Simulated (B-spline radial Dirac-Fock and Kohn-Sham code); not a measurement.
# Kohn-Sham estimates against Dirac-Fock for the levels of Cd²⁶⁺

System: the Cd²⁶⁺ ion, [Ar] 3d4.

The density-functional columns are spherical, spin-unpolarised Dirac-Kohn-Sham results without Breit or QED terms: −ε is minus the orbital energy of the initial state and ΔSCF the difference of two total energies. The reference in the last column comes from Dirac-Fock (average of configuration) total-energy differences with a finite nucleus, the Breit interaction including its frequency dependence, and self-energy and vacuum-polarisation corrections. All numbers are from a radial finite-basis atomic code, in eV; a selection of levels is shown. The Kohn-Sham columns are given as differences from the reference. For the 1s level of heavy atoms much of the gap between ΔSCF and the reference is the Breit and QED part, -84.7 eV here; for other levels the error of the functional can be larger.

```csv
level,LDA −ε − DF,LDA ΔSCF − DF,Dirac-Fock
K (1s),-269.9,+76.0,27845.6
L1 (2s),-120.6,-41.7,5132.1
L2 (2p1/2),-93.4,+0.3,4842.8
L3 (2p3/2),-95.3,-5.7,4650.8
M1 (3s),-53.9,-20.3,1723.5
M2 (3p1/2),-38.1,-3.3,1607.3
M3 (3p3/2),-38.3,-4.3,1566.3
"M4,5 (3d)",-36.3,+1.6,1393.7
```

Values without a named source are computed, but for edge energies of neutral atoms, which are taken from tables.
